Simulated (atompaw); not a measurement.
## Reading a pseudo-wave (Rh (Z = 45))

Columns: radius, all-electron u(r) and pseudo u(r) of the 4d shell (level -7.94 eV) of rhodium in the configuration [Kr] 4d8 5s0 5p1; PBEsol, non-relativistic, PAW (atompaw) scheme, atompaw 4.2.0.5.

| r (bohr) | all-electron | pseudo |
| --- | --- | --- |
| 0.115 | 0.2244 | -0.0004 |
| 0.231 | 0.4185 | -0.0031 |
| 0.346 | 0.2887 | -0.0101 |
| 0.462 | 0.0039 | -0.0233 |
| 0.577 | -0.2871 | -0.0436 |
| 0.692 | -0.5235 | -0.0713 |
| 0.808 | -0.6908 | -0.1066 |
| 0.923 | -0.7913 | -0.1478 |
| 1.038 | -0.8401 | -0.1936 |
| 1.154 | -0.8514 | -0.2424 |
| 1.269 | -0.8371 | -0.2907 |
| 1.385 | -0.8063 | -0.3371 |
| 1.500 | -0.7662 | -0.3782 |
| 1.615 | -0.7210 | -0.4125 |
| 1.731 | -0.6734 | -0.4385 |
| 1.846 | -0.6261 | -0.4547 |
| 1.962 | -0.5795 | -0.4613 |
| 2.077 | -0.5353 | -0.4584 |
| 2.192 | -0.4934 | -0.4470 |
| 2.308 | -0.4537 | -0.4285 |
| 2.423 | -0.4170 | -0.4050 |
| 2.538 | -0.3830 | -0.3783 |
| 2.654 | -0.3512 | -0.3499 |
| 2.769 | -0.3222 | -0.3220 |
| 2.885 | -0.2952 | -0.2952 |
| 3.000 | -0.2706 | -0.2706 |

(1) How many radial nodes do the two functions have?

(2) Where does each function peak?

(3) Is the pseudo-wave norm-conserving?

Results:

(1) The all-electron 4d function has n − l − 1 = 1; the pseudo-wave has 0, since the states of the same l below it are removed with the core.

(2) Outermost all-electron maximum near 1.15 bohr, pseudo maximum near 1.96 bohr (to the table’s step).

(3) No, it belongs to a PAW set: the norm inside the radius is not constrained, and the difference is carried by the augmentation charge.
